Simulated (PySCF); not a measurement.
## Electron correlation in N⁺ (nitrogen, charge +1)

[He] 2s2 2p2, high-spin 3P determinant. Computed with PySCF 2.14 in aug-cc-pVDZ (4s3p2d, 23 functions), with no relativity, point nucleus. Frozen: 1s2; 4 electrons correlated.

MP2 pair energies summed by pair of shells (mhartree):

```csv
pair,energy,share (%)
2s-2p,-32.26,58.8
2s-2s,-17.32,31.6
2p-2p,-5.27,9.6
```

Total MP2 correlation energy: -54.84 mhartree.

Same-spin part -8.78 and opposite-spin part -46.06 mhartree; SCS-MP2 scales them by 1/3 and 6/5 to -58.20 mhartree.

```json
{"level": "CCSD", "correlation energy (mhartree)": "-77.24"}
{"level": "(T)", "correlation energy (mhartree)": "-0.87"}
{"level": "CCSD(T)", "correlation energy (mhartree)": "-78.11"}
```

Diagnostics: T1 = 0.0063, D1 = 0.0123, largest double amplitude 0.121.

**Question.** Is a single reference adequate?

**Answer.** Mostly. T1 lies below 0.03, but a double amplitude of this size points to a near-degeneracy that CCSD handles and MP2 describes poorly.
